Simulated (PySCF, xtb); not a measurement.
FH₈NSi₃, SMILES [SiH2](F)[SiH2][SiH2]N. One conformer was computed; it need not be the lowest.

Harmonic wavenumbers (cm⁻¹) from GFN2-xTB run with xtb at its own minimum, in rising order: 8, 20, 80, 136, 170, 229, 326, 392, 407, 442, 502, 548, 568, 595, 606, 624, 695, 732, 789, 798, 825, 827, 851, 882, 1541, 2114, 2124, 2151, 2214, 2251, 2277, 3470, 3500.

**Question.** What does PBE0-D3(BJ)/def2-SVP run with PySCF give at its own minimum? (An estimate is asked for; the answer gives what the named calculation found.)

**Answer.** 54, 60, 108, 157, 202, 283, 328, 400, 432, 449, 481, 562, 645, 649, 700, 768, 791, 834, 854, 886, 903, 925, 934, 956, 1552, 2178, 2210, 2222, 2229, 2236, 2250, 3590, 3686. Paired by order, the mean absolute difference is 59 cm⁻¹ and the zero-point energies are 48.2 and 50.8 kcal/mol.
